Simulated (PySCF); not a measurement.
# Frontier orbitals and the lowest excitations

Species: C₃H₁₀SSi₂.
Numbering: `[CH3:1][S:2][SiH2:3]/[CH:4]=[CH:5]\[SiH3:6]` (hydrogens: H7, H8, H9 on C1; H10, H11 on Si3; H12 on C4; H13 on C5; H14, H15, H16 on Si6)

Method: TDDFT PBE0/def2-SVPD, vertical, gas phase, core orbitals frozen in the response (PySCF). Geometry: PBE0-D3(BJ)/def2-SVP, one conformer, isolated molecule. Torsions of this conformer, `[CH3:1][S:2][SiH2:3]/[CH:4]=[CH:5]\[SiH3:6]`: C1–S2–Si3–C4 -61°, S2–Si3–C4–C5 107°.

Frontier orbitals with the atoms that hold most of them (Löwdin shares over 4%, at most four atoms; ? is withheld):

| orbital | ε (eV) | atoms |
| --- | --- | --- |
| HOMO-3 | -8.98 | S2 27%, Si3 13%, C4 10%, C5 9% |
| HOMO-2 | -8.55 | C4 19%, S2 18%, C5 18%, Si3 12% |
| HOMO-1 | -8.05 | ? |
| HOMO | -6.91 | ? |
| LUMO | ? | C5 31%, C4 27%, Si6 11%, Si3 9% |
| LUMO+1 | 0.24 | S2 24%, Si6 13%, C1 12%, Si3 10% |
| LUMO+2 | 0.42 | S2 16%, Si6 15%, Si3 12%, C5 10% |

(1) Give the leading atoms of the HOMO-1.

(2) Give the leading atoms of the HOMO.

(3) What is the LUMO energy, and the HOMO–LUMO gap?

Results:

(1) C5 (bonded to C, Si and H) 28%; C4 (bonded to C, Si and H) 27%; S2 (bonded to C and Si) 16%; Si6 (bonded to C and 3 H) 7%. By element: carbon 55% or more, sulfur 16%, silicon 7% or more.

(2) S2 (bonded to C and Si) 69%; C1 (bonded to S and 3 H) 10%; Si3 (bonded to C, S and 2 H) 8%.

(3) ε(LUMO) = -1.42 eV; the gap is 5.49 eV (0.2016 hartree).

Question: How does S1 compare with the orbital gap of 5.49 eV?

Answer: S1 is at 4.42 eV (f = 0.020), 1.07 eV below the gap, made of HOMO→LUMO (98%). Without the coupling terms of the response equations the lowest excitation would equal the gap.

Question: Give energy, strength and leading configuration of S1, S2 and S4, and follow the Löwdin shares of the leading atoms from the occupied to the empty orbital.

Answer: 
- S1 (4.42 eV, f 0.020), HOMO→LUMO (98%): S2 69% → at most 9%, C1 10% → at most 9%, C5 at most 4% → 31%, C4 at most 4% → 27%
- S2 (5.64 eV, f 0.0076), HOMO-2→LUMO (83%): C4 19% → 27%, S2 18% → at most 9%, C5 18% → 31%
- S4 (5.95 eV, f 0.256), HOMO-1→LUMO (86%): C5 28% → 31%, C4 27% → 27%

Löwdin shares depend on the basis, the more so with diffuse functions.
